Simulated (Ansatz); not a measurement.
Consider the formal exchange of groups at a Ge–S bond: `Cl[SiH2][S][GeH3]` + `C=NC` → `C/N=[CH]\[GeH3]` + `S[SiH2]Cl`.

Program: Ansatz. Geometries: PBE0-D4/def2-TZVP. ΔE: electronic, gas phase. CCSD(T)/CBS adds triple-zeta CCSD(T) − MP2 to the extrapolated MP2 energy (def2 sets, frozen cores). Functionals use def2-TZVPP. B3LYP here is the variant with VWN-RPA as its local correlation; programs differ in this. For Ge outer-core shells are correlated without core-valence functions, which leaves a few kJ/mol of doubt a bond. Scalar relativity is left out up to krypton. Each species was taken in one conformer, which may not be the lowest.

```tsv
level	ΔE (kJ/mol)
B3LYP-D4	70.5
MP2/def2-TZVPP	75.0
```

(1) What does CCSD(T)/CBS give? (Estimate.)

Largest T1 diagnostic among the species: 0.012.

Answers

(1) Computed: +71.8 kJ/mol. The listed levels differ from it by -1.3, 3.2 kJ/mol.

In def2-TZVPP, CCSD(T) changes the Hartree–Fock value by −12.0 kJ/mol (the triples alone add −1.0 kJ/mol) and MP2 by −6.9 kJ/mol. From PBE to PBE0 (25 % exact exchange), in def2-TZVPP and without D4, ΔE moves by +5.9 kJ/mol.
